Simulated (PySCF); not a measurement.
B(F)(Me)(OMe) (C2H6BFO), SMILES COB(C)F. Coordinates come from a PBE-D3(BJ)/def2-SVP optimisation. Other conformers were not sampled.

Computed equilibrium geometry at PBE-D3(BJ)/def2-SVP (PySCF confirms it by a frequency run) as bond lengths and angles (one conformer of several):
Atoms: B1 F2 C3 H4 H5 H6 O7 C8 H9 H10 H11. Bond lengths (Å): B1–F2 1.345, B1–C3 1.577, B1–O7 1.362, C3–H4 1.111, C3–H5 1.106, C3–H6 1.111, O7–C8 1.416, C8–H9 1.112, C8–H10 1.108, C8–H11 1.112. Bond angles (°): F2–B1–C3 120.8, F2–B1–O7 114.5, C3–B1–O7 124.7, B1–C3–H4 110.9, B1–C3–H5 112.5, B1–C3–H6 110.9, H4–C3–H5 108.2, H4–C3–H6 105.8, H5–C3–H6 108.2, B1–O7–C8 122.1, O7–C8–H9 111.9, O7–C8–H10 108.3, O7–C8–H11 112.0, H9–C8–H10 108.2, H9–C8–H11 108.1, H10–C8–H11 108.2.
